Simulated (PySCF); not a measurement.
Species: C₄H₂F₃O (charge -1).
SMILES with atom numbers: `[O-:1][CH:2]=[C:3]=[CH:4][C:5]([F:6])([F:7])[F:8]` (hydrogens: H9 on C2; H10 on C4)

Level of theory: PBE0-D3(BJ)/def2-SVP geometry optimisation, gas phase (PySCF).

(1) List the bond lengths, angles and torsions at this level.

Results:

(1) 
| bond | length (bohr) |
| --- | --- |
| O1–C2 | 2.341 |
| C2=C3 | 2.633 |
| C3=C4 | 2.513 |
| C4–C5 | 2.806 |
| C5–F6, C5–F8 | 2.575 |
| C5–F7 | 2.523 |
| C2–H9 | 2.158 |
| C4–H10 | 2.096 |

Bonds in one row agree within 0.02 bohr and their mean is given. A selection of angles:
| angle | degrees |
| --- | --- |
| O1–C2–C3 | 131.5 |
| C2–C3–C4 | 137.4 |
| C3–C4–C5 | 123.7 |
| C4–C5–F6 | 112.6 |
| C4–C5–F7 | 114.9 |
| C4–C5–F8 | 112.3 |
| F6–C5–F7 | 106.2 |
| F6–C5–F8 | 103.8 |

Torsions: O1–C2–C3–C4 -98° (anticlinal); C2–C3–C4–C5 -176° (antiperiplanar); C3–C4–C5–F6 -120° (anticlinal). The mirror-image conformer, all signs reversed, is as good.

The C–F distances run from 1.335 Å (C5–F7, drawn single) to 1.364 Å (C5–F8, drawn single), a spread of 0.029 Å. C4 (outer carbon of cumulated double bonds) is planar (angles 125.8°, 123.7° and 110.5°, sum 360.0°, 0.00 Å off the plane of its three neighbours). C2 (outer carbon of cumulated double bonds) is planar (angles 131.5°, 119.1° and 109.0°, sum 359.6°, 0.05 Å off the plane of its three neighbours). The C–C distances run from 1.330 Å (C3=C4, drawn double) to 1.485 Å (C4–C5, drawn single), a spread of 0.155 Å.

Point group: C1 (no symmetry element, even within 0.4 Å). PBE0-D3(BJ)/def2-SVP frequencies: not computed here.

Time: 20 s wall; peak memory 0.71 GiB. Hardware: one thread, AMD EPYC 9R45 (x86_64), no GPU (shared host). These figures are those of the optimisation.
